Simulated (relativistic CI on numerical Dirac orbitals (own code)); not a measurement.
**What each ingredient does to the levels of Kr26+**

Base calculation: Dirac-Coulomb-Breit CI, KLI orbitals optimised for each configuration, QED by a radiative potential, unscaled Slater integrals.

Configuration list (outside the closed core 1s2): 2s2.2p6, 2s2.2p5.3s, 2s2.2p5.3p, 2s2.2p5.3d, 2s.2p6.3s, 2s.2p6.3p, 2s.2p6.3d, 2s2.2p5.4s, 2s2.2p5.4p, 2s2.2p5.4d, 2s2.2p5.4f, 2s.2p6.4s, 2s.2p6.4p, 2s2.2p4.3s2, 2s.2p6.4d, 2s2.2p5.5s, 2s.2p6.4f, 2s2.2p5.5p, 2s2.2p5.5d, 2s2.2p4.3s.3p, 2s2.2p5.5f, 2s2.2p5.5g, 2s2.2p4.3p2, 2s2.2p4.3s.3d, 2s2.2p4.3p.3d, 2s.2p5.3s2, 2s.2p5.3s.3p, 2s2.2p4.3d2, 2s.2p6.5s, 2s.2p6.5p, 2s.2p6.5d, 2s.2p5.3p2, 2s.2p6.5f, 2s.2p5.3s.3d, 2s.2p6.5g, 2s.2p5.3p.3d. Levels of other configurations are missing.

Variants: (1) only the first 3 configurations; (2) non-relativistic limit. Shifts of the energy above 2s2.2p6 1S_0, in eV, for the lowest level and the first level of each name with at least 55 % of one term (blank where a level changes its place among those of its configuration and J or its character, or is not in the variant):

```
           Level     Base   Δ(1)    Δ(2)
    2s2.2p6 1S_0     0.00   0.00    0.00
2s2.2p5.3s 3P°_2  1648.34  +0.16  +18.77
2s2.2p5.3s 1P°_1  1651.55  +0.27        
 2s2.2p5.3p 3S_1  1699.67  +0.69   +8.67
2s2.2p5.3s 3P°_0  1703.41  +0.26  -36.31
2s2.2p5.3s 3P°_1  1705.05  +0.34        
 2s2.2p5.3p 3D_3  1714.35  -0.04   +2.98
 2s2.2p5.3p 1P_1  1714.81  +0.25        
 2s2.2p5.3p 3P_2  1719.13  -0.13        
 2s2.2p5.3p 3P_0  1734.96  +0.20  -12.72
 2s2.2p5.3p 3D_1  1756.56  +0.03        
 2s2.2p5.3p 3P_1  1770.36  +0.39  -48.12
2s2.2p5.3d 3P°_0  1778.57          +1.88
 2s2.2p5.3p 1S_0  1779.31  +1.11  -24.09
```

At this charge energies of transitions that change n are usually good to better than 1 %, and those within a shell (Δn = 0) to a few per cent.

Ionisation energy from the two ground configurations alone: base 2924.77 eV. The NIST ASD value (semi-empirical) is 2928.9 eV.

LS names give the leading component of a level, which can be under half, so a name can repeat, a term be missing and a line seem to break the LS rules.
